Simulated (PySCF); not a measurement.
A search over the determinants of ZnBr

Unrestricted PBE0; basis Zn def2-TZVPP, Br def2-TZVPP; no relativity; PySCF 2.14. Outer shells of the fragments: Zn 3d10 4s2; Br 3d10 4s2 4p5.

Followed along the bond (rough minima from three points):

```tsv
2Ms+1	unpaired	⟨S²⟩ at the start	R at minimum (Å)	Te (eV)
2	σ ↑	0.75	2.32	0.00
4	σ ↑, π ↑↑	3.76	none in the scan	≤ 5.53
```

Solutions found at the starting distance of 2.305 Å, counted from the lowest of them; the search is not exhaustive and high or unbound solutions are not listed, so other states can lie among these:

```tsv
2Ms+1	unpaired	term	E (eV)	⟨S²⟩	⟨Lz²⟩	μ (D)
2	σ ↑	²Σ⁺	0.00	0.75	0.00	-2.60
2	π ↑	²Π	3.44	0.75	1.01	3.55
2	π ↑	²Π	3.83	0.77	1.00	-2.54
4	σ ↑, π ↑↑	mixed	5.80	3.76	2.01	3.35
4	σ ↑, π ↑↑	mixed	5.97	3.75	2.01	3.47
4	σ ↑↑, π ↑	⁴Π	6.99	3.76	1.01	2.38
4	σ ↑↑, π ↑	⁴Π	7.56	3.75	1.01	2.51
4	σ ↑↑↑	⁴Σ⁺	8.86	3.76	0.00	2.43
```

A term symbol is given only where ⟨S²⟩ and ⟨Lz²⟩ are close to those of a pure state; real π, δ and φ orbitals otherwise mix terms. A positive dipole means Zn(−)Br(+).

Spin–orbit coupling is left out. Counting both spins, an empty level lies below a filled one in some of these solutions, because spin and occupation are held.
